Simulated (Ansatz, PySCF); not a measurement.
This Ansatz (a first-principles code) input computes a CCSD(T)/cc-pVDZ energy:

Ansatz 0.2 input:
```yaml
crystal:
  periodic: [false, false, false]
  atoms:
    - {symbol: C, position_ang: [-1.70247716, 0.40861166, 0.05612660]}
    - {symbol: C, position_ang: [-1.14551551, -0.58957546, 0.75642688]}
    - {symbol: C, position_ang: [0.37163249, -0.79889547, 0.57771698]}
    - {symbol: C, position_ang: [1.10020115, 0.10325037, -0.34161312]}
    - {symbol: N, position_ang: [1.54147121, 0.87314363, -1.08420951]}
    - {symbol: H, position_ang: [-2.77364825, 0.60733457, 0.13996225]}
    - {symbol: H, position_ang: [-1.17850729, 1.09109328, -0.63303167]}
    - {symbol: H, position_ang: [0.55616880, -1.82331349, 0.23617418]}
    - {symbol: H, position_ang: [0.86264248, -0.72746638, 1.55441779]}
basis:
  gaussian:
    orbitals: cc-pVDZ
total_charge: -1
magnetization: {spin_polarized: false}
correlation: {method: ccsd_t, electrons: outside_noble_gas}
```

Q: Write an input for the same energy in PySCF and say what it gives.

A: 
```python
from pyscf import gto, scf, mp, cc as ccmod

mol = gto.M(
    atom='''
    C    -1.70247716    0.40861166    0.05612660
    C    -1.14551551   -0.58957546    0.75642688
    C     0.37163249   -0.79889547    0.57771698
    C     1.10020115    0.10325037   -0.34161312
    N     1.54147121    0.87314363   -1.08420951
    H    -2.77364825    0.60733457    0.13996225
    H    -1.17850729    1.09109328   -0.63303167
    H     0.55616880   -1.82331349    0.23617418
    H     0.86264248   -0.72746638    1.55441779
    ''',
    basis='cc-pvdz',
    charge=-1,
    spin=0,
    verbose=4,
)

mf = scf.RHF(mol)
mf.conv_tol = 1e-10
mf.max_cycle = 100
mf.kernel()
mp2 = mp.MP2(mf, frozen=5).run()
cc = ccmod.CCSD(mf, frozen=5)
cc.max_cycle = 100
cc.kernel()
et = cc.ccsd_t()
print(f'E(CCSD(T)) = {cc.e_tot + et:.9f}')
```
It gives -208.91515 Eh, and Ansatz -208.91514 Eh, a difference of 0.01 mEh.

It need not be the lowest isomer of its formula. Whether it binds its extra electron was not tested at this geometry.
